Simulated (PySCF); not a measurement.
Compound: C5H5O2S (doublet state).
Atom-mapped SMILES: `[CH3:1][S:2][C:3]1=[CH:4][CH:5][C:6](=[O:7])[O:8]1` (hydrogens: H9, H10, H11 on C1; H12 on C4; H13 on C5)

Cartesian coordinates in Å at the GFN2-xTB level; atoms count from 1:
```xyz
13
C5H5O2S angstrom
C      2.4701    0.5294   -0.1679
S      1.6447   -1.0604    0.1191
C      0.0013   -0.5597    0.0902
C     -1.1483   -1.3313    0.2558
C     -2.2186   -0.4693    0.1481
C     -1.7065    0.8494   -0.0871
O     -2.2285    1.9247   -0.2483
O     -0.2960    0.7297   -0.1134
H      2.1515    0.9283   -1.1259
H      3.5362    0.3284   -0.1704
H      2.2100    1.2158    0.6318
H     -1.1581   -2.3879    0.4310
H     -3.2621   -0.6966    0.2193
```

The hyperfine couplings belong to this conformer and change with its torsions.

Method: UKS B3LYP, pcH-1 on C H O S, non-relativistic, mean-field spin-orbit, GIAO (PySCF). The structure is a single GFN2-xTB conformer in the gas phase; no vibrational or solvent corrections. The geometry wasn't refined by DFT: couplings that depend on bond lengths, twists or pyramidal angles can differ widely from those at the functional's own minimum. Stability of the SCF solution: not tested.

Match the computed a_iso(17O) values -17.6, +3.1 MHz with the sites O7; O8.

```json
{"site": "O7", "a_iso (MHz)": "-17.6", "ρ(0) (bohr⁻³)": "+0.0289", "position": "a main spin site", "distance from C5 (Å)": "2.43", "spin population": "+0.24", "largest |T| (MHz)": "76.5"}
{"site": "O8", "a_iso (MHz)": "+3.1", "ρ(0) (bohr⁻³)": "-0.0051", "position": "1 bond from C3", "distance from C5 (Å)": "2.28", "spin population": "-0.01", "largest |T| (MHz)": "3.8"}
```

Match the computed a_iso(1H) values -25.7, +7.2, -1.0 MHz (means over equivalent nuclei) with the sites H9/H10/H11; H12; H13.

```tsv
site	a_iso (MHz)	ρ(0) (bohr⁻³)	position	distance from C5 (Å)	bound to	spin population there	largest |T| (MHz)
H9/H10/H11	+7.2	+0.0016	3 bonds from C3	5.11	C1	-0.01	2.4
H12	-1.0	-0.0002	2 bonds from C3	2.21	C4	-0.05	5.1
H13	-25.7	-0.0057	1 bond from C5	1.07	C5	+0.36	15.9
```

ρ(0) is the spin density at the nucleus and T the dipolar tensor; a_iso includes a spin–orbit part; entries for several nuclei are means. The largest Mulliken spin populations are on C5 (+0.36), C3 (+0.33), O7 (+0.24) and S2 (+0.13). Three atoms exceed +0.15. Main spin sites, with 60 % or more of the largest population: C3, C5, O7; positions count bonds from the nearest.

Class means assume fast exchange of nuclei equivalent by connectivity; if that motion is slow, each nucleus keeps its own coupling. The three 1H nuclei of mean +7.2 MHz run from -0.9 to 11.2 MHz in the frozen geometry.

The SMILES `CSC1=C[CH]C(=O)O1` draws the unpaired electron on C5, whose computed spin population is only +0.36.
